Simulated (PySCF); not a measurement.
**Working out the ionisation energy of Cr⁺**

Cr⁺ [Ar] 3d5 (6S) → Cr²⁺ [Ar] 3d4 (5D). Computed with PySCF 2.14 in 6-31G* (5s4p2d1f, 34 functions), with no relativity, point nucleus. Frozen: [Ar]. Energies in hartree (1 hartree = 27.21139 eV):

| part | Cr⁺ (lower) | Cr²⁺ (upper) |
| --- | --- | --- |
| UHF | -1042.988815 | -1042.462518 |
| MP2 opposite-spin | 0.000000 | 0.000000 |
| MP2 same-spin | -0.049076 | -0.024605 |

Problem. What does Hartree-Fock give?

Solution. (-1042.462518) − (-1042.988815) = 0.526297 hartree = 14.321 eV.

Problem. What do MP2 and SCS-MP2 (6/5 opposite-spin, 1/3 same-spin) give?

Solution. The opposite-spin parts differ by 0.000 eV and the same-spin parts by 0.666 eV. MP2: 14.321 + (0.000) + (0.666) = 14.987 eV. SCS-MP2: 14.321 + 1.2 × (0.000) + (0.666)/3 = 14.543 eV.

Reference: 16.486 eV (measured; NIST Atomic Spectra Database, ionization energies), between the lowest levels; spin-orbit coupling is absent from the calculation.

The calculation is non-relativistic.

What remains against the reference includes basis incompleteness, the frozen core and correlation beyond second order.
